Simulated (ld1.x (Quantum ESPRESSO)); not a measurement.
**Before and after: PAW potential for iodine**

iodine (I), PAW, made with ld1.x (Quantum ESPRESSO) 7.5 (LDA (PZ), scalar-relativistic). Core [Kr], reference 4d10 5s2 5p5. Waves: 5s (bound): rcut 1.35, rcutus 1.75 bohr; 5s channel at -0.55 Ry: rcut 1.35, rcutus 1.75 bohr; 5p (bound): rcut 1.85, rcutus 2.30 bohr; 5p channel at 0.2 Ry: rcut 1.85, rcutus 2.30 bohr; 4d (bound): rcut 1.05, rcutus 1.30 bohr; 4d channel at -1 Ry: rcut 1.05, rcutus 1.30 bohr. Local part: all-electron potential smoothed inside 1.90 bohr (lloc = -1). Core correction: Bessel-smoothed model core inside 1.05 bohr. Augmentation charge: BESSEL, radius 1.15 bohr.

All-electron outer shells of the reference configuration (LDA (PZ), scalar-relativistic, ld1.x):

```csv
shell,level (eV),outermost node (bohr),outermost maximum (bohr)
4s,-180.16,0.37,0.68
4p,-127.33,0.37,0.72
4d,-50.33,0.35,0.78
5s,-17.65,0.88,1.70
5p,-7.25,0.96,2.02
```

Change: core correction a·sin(br)/r model core, default radius (ld1.x builds one for every PAW set, though the input has nlcc=.false.).

Cutoffs: the cutoffs (Ry, on a coarse ladder) from which the occupation-weighted sum of valence levels, in a spherical-Bessel basis at the reference potential, stays within 10 and 1 mRy of its value at 400 Ry; they do not see the model core or the augmentation charge, which bear on the density cutoff. Errors are all-electron minus pseudo energies relative to the spin-unpolarised reference configuration.

Problem. How do hardness, ghosts and transferability respond?

Solution. The potential gets neither clearly harder nor softer (100 Ry and 160 Ry → 100 Ry and 160 Ry); of the 9 tests that both files solve, the error grows in 2 and shrinks in 3 by more than 15 % and 0.3 meV (median size 2.8 → 3.1 meV); neither file shows a bound ghost. A model core, the more so a compact one, raises the density cutoff, which this test does not measure.

```csv
quantity,base,changed
"cutoff, loose",100 Ry,100 Ry
"cutoff, tight",160 Ry,160 Ry
bound ghosts,none,none
"error for 4d10 5s2 5p4, meV [ΔE 11.30 eV]",-2.8,-2.8
"error for 4d10 5s2 5p3, meV [ΔE 31.37 eV]",-6.3,-6.1
"error for 4d10 5s2 5p2, meV [ΔE 60.98 eV]",-10,-9.2
"error for 4d10 5s1 5p5, meV [ΔE 22.37 eV]",-2.7,-3.1
"error for 4d9 5s2 5p5, meV [ΔE 58.31 eV]",+31,+3.4
"error for 4d9 5s2 5p6, meV [ΔE 45.77 eV]",+70,+38
"error for 4d10 5s1 5p6, meV [ΔE 10.51 eV]",+2.4,+1.9
"error for 4d10 5s2 5p5 (spin-polarised), meV [ΔE -0.12 eV]",+0.5,+0.8
"error for 4d10 5s2 5p4 (spin-polarised), meV [ΔE 10.74 eV]",+0.1,+1.6
s: phases at 2.49 bohr within 0.05 rad from the reference energy up to (Ry; the scan ends near 5),2.4,2.4
p: phases at 2.49 bohr within 0.05 rad from the reference energy up to (Ry; the scan ends near 5),4.0,4.0
d: phases at 2.49 bohr within 0.05 rad from the reference energy up to (Ry; the scan ends near 5),to the end of the scan,to the end of the scan
lowest overlap eigenvalue by channel,"s 0.42, p 0.52, d 0.77","s 0.42, p 0.52, d 0.77"
```
